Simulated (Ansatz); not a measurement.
`OC[CH2][SnH3]` + `O=CCO` → `O=CCOCO` + `[CH3][SnH3]`  (substitution at a C–C bond)

Gas-phase electronic energies from Ansatz, PBE0-D4/def2-TZVP geometries. CCSD(T)/CBS adds triple-zeta CCSD(T) − MP2 to the extrapolated MP2 energy (def2 sets, frozen cores). DFT in def2-TZVPP. def2 core potentials past Kr. For Sn outer-core shells are correlated without core-valence functions, which leaves a few kJ/mol of doubt a bond. One conformer a species, not always the lowest.

`OC[CH2][SnH3]`:

Z-matrix (Å, degrees):
```
C
C 1 1.507
O 1 1.417 2 108.3
H 1 1.100 2 110.2 3 -120.9
H 1 1.100 2 110.2 3 120.9
Sn 2 2.148 1 112.9 3 -179.9
H 2 1.093 1 110.1 3 59.3
H 2 1.093 1 110.1 3 -59.2
H 3 0.961 1 108.6 2 -180.0
H 6 1.710 2 110.0 1 60.2
H 6 1.710 2 110.0 1 -59.5
H 6 1.707 2 109.8 1 -179.7
```

`O=CCO`:

```xyz
8

O     0.985   -1.298   -0.566
C    -0.072   -0.725   -0.606
C    -0.342    0.489    0.227
O     0.748    0.837    1.011
H    -0.895   -1.071   -1.262
H    -0.627    1.304   -0.457
H    -1.233    0.280    0.840
H     1.436    0.184    0.814
```

`O=CCOCO`:

Z-matrix (Å, degrees):
```
C
C 1 1.512
O 1 1.404 2 113.8
H 1 1.097 2 108.8 3 -126.0
H 1 1.096 2 107.0 3 117.8
O 2 1.198 1 123.2 3 163.0
H 2 1.111 1 114.7 3 -19.8
C 3 1.397 1 113.5 2 -82.3
O 8 1.395 3 113.3 1 65.0
H 8 1.096 3 110.4 1 -53.1
H 8 1.094 3 105.3 1 -171.9
H 9 0.962 8 108.7 3 70.7
```

`[CH3][SnH3]`:

Z-matrix (Å, degrees):
```
C
Sn 1 2.140
H 1 1.090 2 110.0
H 1 1.090 2 110.0 3 -120.0
H 1 1.090 2 110.0 3 120.0
H 2 1.709 1 110.1 3 -59.7
H 2 1.709 1 110.1 3 -179.7
H 2 1.709 1 110.1 3 60.3
```

```
        species  B2PLYP energy (Eh)
`OC[CH2][SnH3]`          -370.23589
        `O=CCO`          -228.97616
      `O=CCOCO`          -343.46351
  `[CH3][SnH3]`          -255.74700
```

Task: Work out ΔE.

Result: ΔE = (-343.46351) + (-255.74700) − (-370.23589) − (-228.97616) = 0.00154 Eh = +1.0 kcal/mol. CCSD(T)/CBS gives +2.5 kcal/mol.

Largest T1 diagnostic among the species: 0.014.

In def2-TZVPP, CCSD(T) changes the Hartree–Fock value by +2.5 kcal/mol (the triples alone add +0.0 kcal/mol) and MP2 by +3.6 kcal/mol.
